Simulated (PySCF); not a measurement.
Species: C₇H₁₂P (charge +1).
Atom-mapped SMILES: `[CH2:1]=[CH:2][P+:3]([CH3:4])([CH3:5])[C:6]#[C:7][CH3:8]` (hydrogens: H9, H10 on C1; H11 on C2; H12, H13, H14 on C4; H15, H16, H17 on C5; H18, H19, H20 on C8)

The same species was optimised twice, with GFN2-xTB and with PBE0-D3(BJ)/def2-SVP (PySCF), and the same property calculations (PySCF, gas phase) were run on both structures.

| coordinate | GFN2-xTB | PBE0-D3(BJ)/def2-SVP | change |
| --- | --- | --- | --- |
| C7–C8 (Å) | 1.429 | 1.442 | +0.013 |
| C2–P3 (Å) | 1.799 | 1.787 | -0.012 |
| P3–C6 (Å) | 1.735 | 1.724 | -0.011 |
| P3–C5 (Å) | 1.812 | 1.800 | -0.012 |
| C1=C2 (Å) | 1.324 | 1.335 | +0.011 |
| P3–C4 (Å) | 1.811 | 1.801 | -0.010 |
| C6≡C7 (Å) | 1.209 | 1.218 | +0.009 |
| P3–C6–C7 (°) | 178.6 | 177.9 | -0.7 |
| C2–P3–C6 (°) | 110.3 | 109.6 | -0.7 |
| C4–P3–C5 (°) | 108.8 | 109.1 | +0.3 |
| C6–C7–C8 (°) | 179.6 | 180.0 | +0.4 |
| C4–P3–C6 (°) | 109.3 | 109.6 | +0.3 |
| C1–C2–P3 (°) | 123.1 | 123.2 | +0.1 |
| C2–P3–C4 (°) | 109.3 | 109.4 | +0.1 |
| C5–P3–C6 (°) | 109.7 | 109.7 | 0.0 |
| C1–C2–P3–C4 (°) | -123 | -120 | +3 |

Rotational constants: A = 2099, B = 1094, C = 909.9 MHz (GFN2-xTB) against A = 2112, B = 1094, C = 910.9 MHz (PBE0-D3(BJ)/def2-SVP).

On the GFN2-xTB structure: HOMO (eV) -12.43 [PBE0/pcSseg-1]; LUMO (eV) -5.07 [PBE0/pcSseg-1]; GIAO shielding of C1 (ppm) 30.7 [PBE0/pcSseg-1]; GIAO shielding of C2 (ppm) 62.3 [PBE0/pcSseg-1]; GIAO shielding of P3 (ppm) 325.5 [PBE0/pcSseg-1]; GIAO shielding of C4/C5 (mean) (ppm) 169.7 [PBE0/pcSseg-1]; GIAO shielding of C6 (ppm) 127.0 [PBE0/pcSseg-1]; GIAO shielding of C7 (ppm) 50.0 [PBE0/pcSseg-1]; GIAO shielding of C8 (ppm) 180.9 [PBE0/pcSseg-1].

Task: What do these properties become on the PBE0-D3(BJ)/def2-SVP structure?

Result: 
| property | level | on GFN2-xTB | on PBE0-D3(BJ)/def2-SVP | change |
| --- | --- | --- | --- | --- |
| HOMO (eV) | PBE0/pcSseg-1 | -12.43 | -12.42 | +0.01 |
| LUMO (eV) | PBE0/pcSseg-1 | -5.07 | -5.11 | -0.04 |
| energy, GFN2-xTB geometry as zero (kcal/mol) | PBE0/pcSseg-1 | 0.0 | -0.3 | -0.3 |
| GIAO shielding of C1 (ppm) | PBE0/pcSseg-1 | 30.7 | 26.7 | -4.0 |
| GIAO shielding of C2 (ppm) | PBE0/pcSseg-1 | 62.3 | 61.1 | -1.2 |
| GIAO shielding of P3 (ppm) | PBE0/pcSseg-1 | 325.5 | 328.9 | +3.4 |
| GIAO shielding of C4/C5 (mean) (ppm) | PBE0/pcSseg-1 | 169.7 | 168.8 | -0.9 |
| GIAO shielding of C6 (ppm) | PBE0/pcSseg-1 | 127.0 | 125.9 | -1.1 |
| GIAO shielding of C7 (ppm) | PBE0/pcSseg-1 | 50.0 | 47.9 | -2.1 |
| GIAO shielding of C8 (ppm) | PBE0/pcSseg-1 | 180.9 | 177.9 | -3.0 |

The heavy atoms differ by 0.016 Å rms after alignment. Among bonds between heavy atoms C2–P3, P3–C5 and C7–C8 change most and about equally (-0.012 to +0.013 Å). Changes are differences of the printed values. Neither structure is proved a minimum here. One conformer (not necessarily the lowest) at the PBE0-D3(BJ)/def2-SVP geometry, without solvent, vibrations or thermal averaging.

Shape of the structure used: `[CH2:1]=[CH:2][P+:3]([CH3:4])([CH3:5])[C:6]#[C:7][CH3:8]`: C1–C2–P3–C4 -120°.
